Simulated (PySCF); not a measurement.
Identify the unknown among the candidates.

All candidates are C7H7 (charge +1).

| technique | computed result |
| --- | --- |
| 1H NMR | chemical shifts (computed TMS as zero) by class: 10.89 (1 H), 7.07 (1 H), 4.11 (3 H), 3.95 (2 H) ppm [GIAO PBE0/pcSseg-1] |
| Triplet | lowest triplet excitation (Tamm–Dancoff): 2.25 eV [TDA CAM-B3LYP/def2-SVPD] |
| 13C NMR | chemical shifts (computed TMS as zero) by class: 253.3 (1 C), 222.1 (1 C), 221.5 (1 C), 162.1 (1 C), 104.5 (1 C), 49.6 (1 C), 19.4 (1 C) ppm [GIAO PBE0/pcSseg-1] |
| UV, strongest line | among the 8 lowest singlet transitions: S2 at 3.90 eV (318 nm, f = 0.296) [TDDFT CAM-B3LYP/def2-SVPD] |
| Rotational structure | rotational constants A, B, C: 12.093, 1.236, 1.137 GHz [GFN2-xTB] |
| Couplings | largest of the computed one-bond spin–spin couplings (means over like bonds): 13C–1H +202.0, 13C–1H +198.7, 13C–13C +186.1, 13C–1H +157.6 (×2), 13C–1H +143.0 (×3), 13C–13C +114.0, 13C–13C +69.7, 13C–13C +52.7 Hz [B3LYP/pcJ-1, spin–dipole term left out] |
| UV, first state | lowest singlet excitation: 2.71 eV (458 nm, f = 0.000) [TDDFT CAM-B3LYP/def2-SVPD] |
| Polarisability | 86.9 au [CAM-B3LYP/def2-SVPD] |

Electronic properties: PySCF, gas phase, density fitting. Levels stand in brackets. Geometry: GFN2-xTB; no solvent, vibrations or thermal averaging. GFN2-xTB frequencies show an imaginary mode (47i cm⁻¹), so this geometry is no minimum at that level. Each NMR value is the plain mean over a class of atoms that symmetry, rotation or inversion makes alike.

Question: Which candidate is it?
A. `CC#CC1=C[CH+]C1`
B. `C#CC1=CC[C+]1C`
C. `C#C[C+]1C=CCC1`

Answer: A. It is `CC#CC1=C[CH+]C1`. Numbering: `[CH3:1][C:2]#[C:3][C:4]1=[CH:5][CH+:6][CH2:7]1`. 7 carbons fall into 7 classes; from least to most shielded: alkyne carbon [C2] (253.3 ppm), carbon bonded to 3 C [C4] (222.1 ppm), carbon bonded to 2 C and H [C6] (221.5 ppm), carbon bonded to 2 C and H [C5] (162.1 ppm), alkyne carbon [C3] (104.5 ppm), allylic carbon [C7] (49.6 ppm), propargylic carbon [C1] (19.4 ppm). Hydrogen classes from least to most shielded: 1 H on a carbon bonded to 2 C and H, C6 (10.89 ppm), 1 H on a carbon bonded to 2 C and H, C5 (7.07 ppm), 3 H on a propargylic carbon, C1 (4.11 ppm), 2 H on an allylic carbon, C7 (3.95 ppm). The couplings run between: +202.0 Hz, carbon bonded to 2 C and H [C5] and its hydrogen; +198.7 Hz, carbon bonded to 2 C and H [C6] and its hydrogen; +186.1 Hz, alkyne carbon [C2] and alkyne carbon [C3]; +157.6 Hz, allylic carbon [C7] and its hydrogen (with 1 like pair); +143.0 Hz, propargylic carbon [C1] and its hydrogen (with 2 like pairs); +114.0 Hz, alkyne carbon [C3] and carbon bonded to 3 C [C4]; +69.7 Hz, propargylic carbon [C1] and alkyne carbon [C2]; +52.7 Hz, carbon bonded to 2 C and H [C5] and carbon bonded to 2 C and H [C6]. By its constants the optimised geometry is an asymmetric top.

The others, at the same levels:
- `C#C[C+]1C=CCC1` fails: its computed lowest singlet excitation is 3.30 eV (376 nm, f = 0.000) (against 2.71 eV), lowest triplet excitation (Tamm–Dancoff) is 2.50 eV (against 2.25 eV) and strongest line among the 8 lowest singlet transitions is S2 at 4.32 eV (287 nm, f = 0.430) (against S2 at 3.90 eV).
- `C#CC1=CC[C+]1C` fails: its computed 13C shifts are 179.8 (1 C), 155.0 (1 C), 139.1 (1 C), 134.6 (1 C), 70.1 (1 C), 53.1 (1 C), 19.3 (1 C) ppm, 1H shifts are 7.14 (1 H), 5.79 (1 H), 4.09 (2 H), 3.04 (3 H) ppm and lowest singlet excitation is 4.39 eV (282 nm, f = 0.001) (against 2.71 eV).
